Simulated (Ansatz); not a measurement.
Consider the isomerisation: `NC1([SiH3])CO1` → `C/C(O)=N\[SiH3]`.

Gas-phase electronic energies from Ansatz, PBE0-D4/def2-TZVP geometries. CCSD(T)/CBS is the MP2 limit (def2-TZVPP, def2-QZVPP) plus CCSD(T) − MP2 in def2-TZVPP, frozen cores. DFT in def2-TZVPP. B3LYP here is the variant with VWN-RPA as its local correlation; programs differ in this. One conformer a species, not always the lowest.

Problem. Is it downhill or uphill in electronic energy at CCSD(T)/CBS, and by how much? (Estimate.)

Solution. Ansatz gave: Downhill: ΔE = -188.9 kJ/mol.

Problem. What do these levels give: r2SCAN-D4, ωB97X-V, PBE, B3LYP, MP2/def2-TZVPP, HF/CBS(def2)? (An estimate is asked.)

Solution. Computed: r2SCAN-D4 -190.9, ωB97X-V -180.9, PBE -178.8, B3LYP -199.6, MP2/def2-TZVPP -188.7, HF/CBS(def2) -220.3 kJ/mol.

Largest T1 diagnostic among the species: 0.013.

In def2-TZVPP, CCSD(T) changes the Hartree–Fock value by +30.7 kJ/mol (the triples alone add +1.7 kJ/mol) and MP2 by +31.2 kJ/mol. From PBE to PBE0 (25 % exact exchange), in def2-TZVPP and without D4, ΔE moves by −3.1 kJ/mol.
